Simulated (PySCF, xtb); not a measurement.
C2H4N3, SMILES [nH+]1cnc[nH]1, charge +1.

GFN2-xTB in xtb at its own geometry gives an orbital gap of 3.42 eV.

Coordinates come from a PBE0-D3(BJ)/def2-SVP optimisation. The isomer is the one that the SMILES or the coordinates give; other isomers of the formula were not compared.

### Question
What does PBE/def2-TZVP run with PySCF give? (The exact figures need the calculation; the answer reports its results.)

### Answer
gap 4.93 eV (levels -12.72 and -7.80 eV).
